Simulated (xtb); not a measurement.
Al(Cl)(Br)(OMe) (CH3AlBrClO), SMILES C[O][Al]([Br])[Cl]. All values are semi-empirical tight-binding results from xtb (GFN2-xTB unless named), good for trends rather than for accurate numbers. Geometry optimised at GFN2-xTB. The structure was generated by enumeration; whether it is a known compound was not checked. The values are those of a single conformer.

For metal compounds this method's bond lengths and energies can be far off.

```
Item                                          Result
-------------------------------------  -------------
point group as xtb finds it                       Cs
orbital gap                                  4.15 eV
zero-point energy                      27.5 kcal/mol
G − E(el) at 298.15 K (modified RRHO)   5.6 kcal/mol
```
